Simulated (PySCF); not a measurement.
One of the candidates below gave these computed data.

All candidates are C7H9N.

| technique | computed result |
| --- | --- |
| Polarisability | 84.6 au [PBE0/def2-SVPD] |
| Triplet | lowest triplet excitation (Tamm–Dancoff): 3.93 eV [TDA PBE0/def2-SVPD] |
| UV, first state | lowest singlet excitation: 4.82 eV (257 nm, f = 0.002) [TDDFT PBE0/def2-SVPD] |
| Dipole | 1.32 D [PBE0/def2-SVPD] |
| Rotational structure | rotational constants A, B, C: 4.143, 1.852, 1.811 GHz [GFN2-xTB] |
| UV, strongest line | among the 8 lowest singlet transitions: S2 at 5.76 eV (215 nm, f = 0.394) [TDDFT PBE0/def2-SVPD] |

Gas-phase values; electronic properties from PySCF, density fitting. Levels stand in brackets. The structure is a single GFN2-xTB conformer in the gas phase; no vibrational or solvent corrections.

Question: Which candidate is it?
A. `Cc1cccc(N)c1`
B. `C=N[C@@]12[C@H]3C[C@@H]1[C@@H]2C3`
C. `CCc1ccccn1`
D. `[H]\N=C/C=C/C=C/C=C`

Answer: B. It is `C=N[C@@]12[C@H]3C[C@@H]1[C@@H]2C3`. Numbering: `[CH2:1]=[N:2][C@@:3]12[C@H:4]3[CH2:5][C@@H:6]1[C@@H:7]2[CH2:8]3`. Its formula, C7H9N, gives 4 degrees of unsaturation: 3 rings and 1 π bond in the structure found. S1 is mainly HOMO−1→LUMO (weight 0.97); the largest Löwdin shares of the orbital it empties are 0.46 on the imine nitrogen, 0.12 on an sp3 carbon at a ring junction, 0.10 on the sp3 carbon bound to nitrogen and 0.10 on the imine carbon, of the orbital it fills 0.37 on the imine carbon, 0.33 on the imine nitrogen and 0.07 on each of 2 atoms of one kind (hydrogen on a C=N carbon). The optimised geometry has point group Cs and is an asymmetric top.

The others, at the same levels:
- `CCc1ccccn1` fails: its computed lowest triplet excitation (Tamm–Dancoff) is 4.21 eV (against 3.93 eV), strongest line among the 8 lowest singlet transitions is S7 at 7.35 eV (169 nm, f = 0.592) (against S2 at 5.76 eV) and static isotropic polarisability is 86.3 au (against 84.6 au).
- `[H]\N=C/C=C/C=C/C=C` fails: its computed lowest singlet excitation is 3.97 eV (312 nm, f = 0.001) (against 4.82 eV), lowest triplet excitation (Tamm–Dancoff) is 2.15 eV (against 3.93 eV) and static isotropic polarisability is 128.5 au (against 84.6 au).
- `Cc1cccc(N)c1` fails: its computed strongest line among the 8 lowest singlet transitions is S7 at 6.65 eV (186 nm, f = 0.458) (against S2 at 5.76 eV), static isotropic polarisability is 90.7 au (against 84.6 au) and rotational constant A is 3.688 GHz (against 4.143 GHz).

Each candidate is one conformer, not necessarily the lowest. The conformers computed, where there is a choice (atom-mapped SMILES and torsion angles):
- `[CH2:1]=[N:2][C@@:3]12[C@H:4]3[CH2:5][C@@H:6]1[C@@H:7]2[CH2:8]3`: C1–N2–C3–C4 0°
- `[CH3:1][CH2:2][c:3]1[cH:4][cH:5][cH:6][cH:7][n:8]1`: C1–C2–C3–C4 -85°
- `[H]\[N:8]=[CH:7]/[CH:6]=[CH:5]/[CH:4]=[CH:3]/[CH:2]=[CH2:1]`: C1–C2–C3–C4 180°, C3–C4–C5–C6 180°, C5–C6–C7–N8 180°
- `[CH3:1][c:2]1[cH:3][cH:4][cH:5][c:6]([NH2:7])[cH:8]1`: H–N7–C6–C5 -22°, H–N7–C6–C5 -161°
